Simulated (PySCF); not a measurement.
Potential energy surface of H4Al (anion, charge -1), singlet: flattening of a tetrahedron along the D2d path, bond length relaxed. Scanned: the two opposite H-Al-H angles (109.47 = tetrahedral, 180 = square planar). Other coordinates (Al-H bond length) were minimised at PBE0/def2-TZVP.

Computed with PySCF 2.14.0 with CCSD(T) on RHF/aug-cc-pVDZ, 5 core orbitals frozen.

Scanned values (°): 90, 95, 100, 105, 109.47, 115, 120, 130, 140, 150, 160, 170, 180.

Locate the minima and the barriers on this grid.

Lower than their neighbours: 109.47° (0.000 eV). Higher than their neighbours: 90° (0.368 eV, end of the scan), 180° (2.304 eV, end of the scan). The whole profile spans 2.304 eV.
